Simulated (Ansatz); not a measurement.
Gas-phase electronic energies from Ansatz, PBE0-D4/def2-TZVP geometries. CBS: MP2 limit from def2 TZ/QZ plus the TZ coupled-cluster correction, frozen cores. This one scheme is used for every species, atoms too. DFT in def2-TZVPP. No spin–orbit coupling; open shells (•) take unrestricted orbitals. Spin–orbit coupling would lower the free atoms: a little for Cl, F, O, Si. One conformer a species, not always the lowest.

Reaction (atomization): `O[SiH](F)[SiH](Cl)Cl` → 2 Cl• + F• + 3 H• + O• + 2 Si•

Q: What is ΔE at CCSD(T)/CBS? (Estimate.)

A: Computed: +33.32 eV.

Q: What do these levels give: revPBE-D4, BLYP-D4, r2SCAN0-D4, B2PLYP, PBE-QIDH, PBE, PBE0, r2SCAN0, MP2/def2-SVP, HF/def2-TZVPP, SCS-MP2/def2-QZVPP, MP2/CBS(def2)? (An estimate is asked.)

A: Ansatz gave: revPBE-D4 32.53, BLYP-D4 32.71, r2SCAN0-D4 32.62, B2PLYP 32.53, PBE-QIDH 32.81, PBE 33.11, PBE0 32.56, r2SCAN0 32.53, MP2/def2-SVP 30.84, HF/def2-TZVPP 24.27, SCS-MP2/def2-QZVPP 33.48, MP2/CBS(def2) 34.39 eV.

Largest T1 diagnostic among the species: 0.012.

At CCSD(T), def2-SVP lies −3.37 eV from the extrapolated value and def2-TZVPP −1.20 eV: correlation converges slowly with the basis, and small sets miss more of it in the bonded molecule than in its fragments. In def2-TZVPP, CCSD(T) changes the Hartree–Fock value by +7.85 eV (the triples alone add +0.56 eV) and MP2 by +8.93 eV; breaking electron pairs costs correlation energy, which Hartree–Fock lacks.

For atomizations the MP2-based limit and the directly extrapolated one differ by several kJ/mol either way, and by 10 to 25 for some Ge, Se and Sn compounds, so smaller differences from it don't rank the levels.
